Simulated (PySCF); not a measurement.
First SCF of a structure search on triplet Ti(OH)₂, at a hand-made PBE minimum (heavy-atom frame) geometry. PySCF input:

```python
from pyscf import gto, scf, dft
mol = gto.M(atom='''
Ti     0.197270    -0.000000     0.000000
O     -0.245180     1.745270     0.000000
O     -0.245180    -1.745270    -0.000000
H     -0.801500     2.537410    -0.000000
H     -0.801500    -2.537410     0.000000''',
    basis={'Ti': 'def2-SVP', 'O': 'def2-SVP', 'H': 'def2-SVP'},
    charge=0, spin=2)
mf = dft.UKS(mol, xc='PBE')
mf.grids.atom_grid = (50, 194)
aux = {'Ti': 'def2-universal-JKFIT', 'O': 'def2-universal-JKFIT', 'H': 'def2-universal-JKFIT'}
mf = mf.density_fit(auxbasis=aux)
mf.conv_tol = 1e-08
mf.diis_space = 10
mf.max_cycle = 60
mf.init_guess = 'minao'
mf.verbose = 4
mf.kernel()
```

Excerpt of the output (cycles alone):

```
init E= -1000.47501941139
cycle= 1 E= -1000.25628240227  delta_E= 0.219  |g|= 0.884  |ddm|= 2.01
cycle= 2 E= -994.185447592467  delta_E= 6.07  |g|=  3.7  |ddm|= 2.59
cycle= 3 E= -999.889700939024  delta_E= -5.7  |g|= 0.833  |ddm|= 4.31
cycle= 4 E= -1000.03311252642  delta_E= -0.143  |g|= 1.03  |ddm|= 4.13
cycle= 5 E= -1000.39688233895  delta_E= -0.364  |g|= 0.573  |ddm|= 0.951
cycle= 6 E= -1000.5302853135  delta_E= -0.133  |g|= 0.244  |ddm|= 0.415
cycle= 7 E= -1000.56235554778  delta_E= -0.0321  |g|= 0.0449  |ddm|= 0.228
cycle= 8 E= -1000.56351978257  delta_E= -0.00116  |g|= 0.00759  |ddm|= 0.0705
cycle= 9 E= -1000.56355160436  delta_E= -3.18e-05  |g|= 0.00295  |ddm|= 0.0179
cycle= 10 E= -1000.5635556342  delta_E= -4.03e-06  |g|= 0.000721  |ddm|= 0.00274
cycle= 11 E= -1000.56355605934  delta_E= -4.25e-07  |g|= 0.000326  |ddm|= 0.00253
cycle= 12 E= -1000.56355614854  delta_E= -8.92e-08  |g|= 8.36e-05  |ddm|= 0.00108
cycle= 13 E= -1000.56355615348  delta_E= -4.94e-09  |g|= 1.28e-05  |ddm|= 0.000232
Extra cycle  E= -1000.56355615269  delta_E= 7.86e-10  |g|= 4.03e-05  |ddm|= 5.98e-05
converged SCF energy = -1000.56355615269  <S^2> = 2.0069211  2S+1 = 3.0046105
```

No lower solution of this spin was found from smeared starts or by a stability analysis within the unrestricted form.

With open d or f shells other occupations or spin states may lie lower.

The search for the lowest solution, 3 starts and the stability check together, took 35 s on 2 threads of a shared Arm Neoverse V1 host, with 69 basis functions; the process peaked at 0.41 GiB.
